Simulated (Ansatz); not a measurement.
A nudged elastic band was laid between two geometries of FH + GaH3 (6 atoms, charge 0, multiplicity 1).

Method: RKS B3LYP/def2-SVP (Ansatz).

```
movable images  : 5
climbing image  : yes
spring          : 5.0 eV/Å²
optimiser       : quadratic models (default)
start path      : through a guess of the saddle point
force threshold : 0.5 eV/Å
iteration limit : 60
end points      : relaxed
```

Initial state:

```xyz
6
Properties=species:S:1:pos:R:3
Ga 0.003 0.145 0.038
H 0.003 0.558 1.575
H 1.371 0.135 -0.736
H -1.373 0.066 -0.717
F 0.062 -2.008 0.840
H 0.063 -1.808 1.752
```

Final state:

```xyz
6
Properties=species:S:1:pos:R:3
Ga 0.016 -0.483 -0.404
H 0.018 0.139 2.179
H 1.424 0.160 -0.610
H -1.426 0.089 -0.593
F 0.061 -2.195 0.039
H 0.036 -0.622 2.141
```

Task: Which bonds break or form, and what moves?

Result: Bonds broken: Ga1–H2, F5–H6. Bonds formed: Ga1–F5, H2–H6. FH + GaH3 becomes FGaH2 + H2.

Task: Give the energies along the band, and the barrier.

Result: The forces met the threshold. The highest image is number 3 of 0 to 6, 8.0 kcal/mol above the first end and 22.2 kcal/mol above the last; the last end lies 14.2 kcal/mol below the first. The threshold of 0.5 eV/Å is loose, so the images may lie well off the minimum-energy path. The order of the stationary point at the top wasn't checked. The orbitals stay closed-shell, which can raise the energy where a bond breaks towards radicals; this wasn't checked here.

```csv
image,path coordinate (Å),energy (kcal/mol),Ga1–H2 (Å),F5–H6 (Å),Ga1–F5 (Å)
0,0.00,0.0,1.59,0.93,2.30
1,0.37,0.3,1.61,0.94,2.30
2,0.74,2.5,1.65,0.99,2.20
3,1.10,8.0,1.77,1.18,2.01
4,1.55,-5.0,2.03,1.64,1.84
5,1.99,-13.0,2.36,2.12,1.78
6,2.43,-14.2,2.66,2.62,1.77
```

Task: What is the geometry of the highest image?

Result: 
```xyz
6
Properties=species:S:1:pos:R:3:forces:R:3
Ga 0.013 -0.163 -0.068 -0.02 0.13 -0.22
H 0.021 -0.016 1.699 0.01 0.03 0.05
H 1.424 0.167 -0.628 0.04 -0.02 -0.01
H -1.422 0.096 -0.608 -0.04 -0.01 -0.02
F 0.051 -1.965 0.819 0.02 -0.10 -0.11
H 0.041 -1.030 1.539 -0.01 -0.03 0.31
```

Time of the run: 63 s on 1 thread of Arm Neoverse V1, with other jobs on the host, peak memory 0.12 GiB.
